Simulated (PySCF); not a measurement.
Polarisability and C₆ of Zn²⁺ (zinc, charge +2)

[Ar] 3d10, closed-shell 1S. Computed with PySCF 2.14 in aug-cc-pVQZ-DK (9s8p6d4f3g2h, 140 functions), with the spin-free X2C one-electron Hamiltonian (Gaussian nucleus). Coupled (time-dependent) response in atomic units; α is the mean over directions.

```csv
method,mean α (bohr³),C₆ (like pair),S(−4)
MN15,2.766,7.404,3.467
```

S(−4) is the Cauchy moment in α(ω) = α(0) + S(−4) ω² + …

α(iu) at MN15:

```
u (hartree)  α(iu) (bohr³)
          0          2.766
     0.0500          2.757
      0.100          2.732
      0.200          2.638
      0.300          2.504
      0.500          2.195
      0.750          1.844
       1.00          1.567
       1.50          1.178
       2.00         0.9230
       3.00         0.6163
       5.00         0.3341
```

For an ion, C₆ is the dispersion term alone; charge-induced terms of lower order in 1/R come first.
